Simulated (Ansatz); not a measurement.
Reaction (formal exchange of groups at the Si–S bond): `N[SiH2]S` + `[SH][GeH3]` → `N[SiH2][GeH2][SH]` + H₂S

Isolated molecules relaxed with PBE0-D4/def2-TZVP in Ansatz; ΔE leaves out vibrations. CBS: MP2 limit from def2 TZ/QZ plus the TZ coupled-cluster correction, frozen cores. This one scheme is used for every species. Functionals use def2-TZVPP. B3LYP here is the variant with VWN-RPA as its local correlation; programs differ in this. HSE06 is defined as in plane-wave codes. For Ge outer-core shells are correlated without core-valence functions, which leaves a few kJ/mol of doubt a bond. Scalar relativity is left out up to krypton. Each species was taken in one conformer, which may not be the lowest.

`N[SiH2]S`:

Z-matrix (Å, degrees):
```
Si
S 1 2.151
N 1 1.706 2 111.5
H 1 1.484 2 111.6 3 -117.8
H 1 1.485 2 105.8 3 122.4
H 2 1.343 1 94.3 3 -148.1
H 3 1.006 1 122.1 2 53.2
H 3 1.006 1 120.4 2 -98.6
```

`[SH][GeH3]`:

Cartesian coordinates in Å:
```
S 0.633 0.877 1.340
Ge -0.373 -0.350 -0.219
H 1.575 1.354 0.510
H 0.598 -1.395 -0.789
H -0.897 0.547 -1.352
H -1.535 -1.033 0.510
```

`N[SiH2][GeH2][SH]`:

Z-matrix (Å, degrees):
```
Si
Ge 1 2.383
N 1 1.721 2 110.6
H 1 1.488 2 108.4 3 -117.1
H 1 1.493 2 106.8 3 127.2
S 2 2.238 1 108.1 3 178.8
H 2 1.540 1 113.4 3 -67.3
H 2 1.541 1 113.5 3 56.9
H 3 1.007 1 119.7 2 -155.0
H 3 1.007 1 120.6 2 60.3
H 6 1.343 2 94.6 1 -55.6
```

H₂S:

Cartesian coordinates in Å:
```
S 0.251 0.519 0.227
H -0.721 0.269 -0.663
H 0.470 -0.788 0.436
```

```
           level  ΔE (kJ/mol)  difference from CCSD(T)/CBS
     LDA (SPW92)         46.4                         -3.2
          B97M-V         55.7                          6.1
        HSE06-D4         47.0                         -2.6
        BHLYP-D4         51.0                          1.4
    CAM-B3LYP-D4         50.7                          1.1
         ωB97X-V         51.6                          2.0
        PBE-QIDH         53.2                          3.6
             PBE         45.9                         -3.7
          revPBE         46.1                         -3.5
            BLYP         47.8                         -1.8
          r2SCAN         52.3                          2.7
           B3LYP         50.8                          1.2
       CAM-B3LYP         53.5                          3.9
    MP2/def2-SVP         52.6                          3.0
CCSD(T)/def2-SVP         47.6                         -2.0
  MP2/def2-TZVPP         53.7                          4.1
     CCSD(T)/CBS         49.6                            0
```

Largest T1 diagnostic among the species: 0.011.

In def2-TZVPP, CCSD(T) changes the Hartree–Fock value by −13.4 kJ/mol (the triples alone add −0.7 kJ/mol) and MP2 by −8.0 kJ/mol. From BLYP to BHLYP (50 % exact exchange), in def2-TZVPP and without D4, ΔE moves by +7.7 kJ/mol. The D4 term adds −3.6 kJ/mol with B3LYP and −2.4 kJ/mol with PBE0; it sums over pairs of atoms, weighted by their polarisabilities, and B3LYP, whose exchange is more repulsive, gets the larger term.
